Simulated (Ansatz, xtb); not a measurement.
## C5H7GeNO: 5 structures ranked

5 gas-phase structures of C5H7GeNO, from a drawn sample of its isomers (lower ones may exist). Each was relaxed with GFN2-xTB; where two conformers were screened, the lower at r2SCAN-D4/def2-SVP is listed:

A. `C=Cc1co[c]([GeH3])n1`, a singlet
B. `C=Cc1cn[c]([GeH3])o1`, a singlet
C. `C=Cc1n[c]([GeH3])co1`, a singlet
D. `C=Cc1nco[c]1[GeH3]`, a singlet
E. `C=Cc1nc[c]([GeH3])o1`, a singlet

Make a reasoned guess at their ranking by r2SCAN-D4/def2-SVP single-point energy.

Calculated order at r2SCAN-D4/def2-SVP: E (0.0), C (1.2), B (1.2), D (2.0), A (2.7) kcal/mol. Less than 1 kcal/mol parts C and B; B and D; D and A, so the order within those pairs means little.

Energies above the lowest of each column, in kcal/mol; the last columns are at B3LYP/def2-SVP geometries:

| structure | GFN2-xTB | HF/STO-3G | r2SCAN-D4/def2-SVP | B3LYP/def2-SVP | CCSD(T)/def2-SVP + ΔMP2/def2-TZVPP |
| --- | --- | --- | --- | --- | --- |
| E | 0.8 | 0.5 | 0.0 | 0.0 | 0.0 |
| C | 2.3 | 1.9 | 1.2 | 0.8 | 0.6 |
| B | 0.0 | 0.0 | 1.2 | 1.1 | 1.4 |
| D | 1.7 | 2.4 | 2.0 | 2.5 | 1.4 |
| A | 1.3 | 1.0 | 2.7 | 2.6 | 2.4 |

CCSD(T)/def2-SVP + ΔMP2/def2-TZVPP puts E lowest, with C within 1 kcal/mol; GFN2-xTB picks B, HF/STO-3G picks B. CCSD(T)/def2-SVP + ΔMP2/def2-TZVPP orders those it was run on as E (0.0), C (0.6), D (1.4), B (1.4), A (2.4) kcal/mol. Less than 1 kcal/mol parts E and C; C and D; D and B; B and A, so the order within those pairs means little. Some further structures that were screened fall inside this span and aren't listed. Flexible structures stand in one conformer each, not always the lowest. ΔMP2 is the change of the MP2 energy from the smaller to the larger basis.

Over these structures GFN2-xTB departs from r2SCAN-D4/def2-SVP by 0.9 kcal/mol on average once a common shift is removed. A GFN2-xTB relaxation took about 0.1 s and the r2SCAN-D4/def2-SVP energy about 5.7 s on a shared host (Ansatz 0.2.0, xtb 6.7.1).
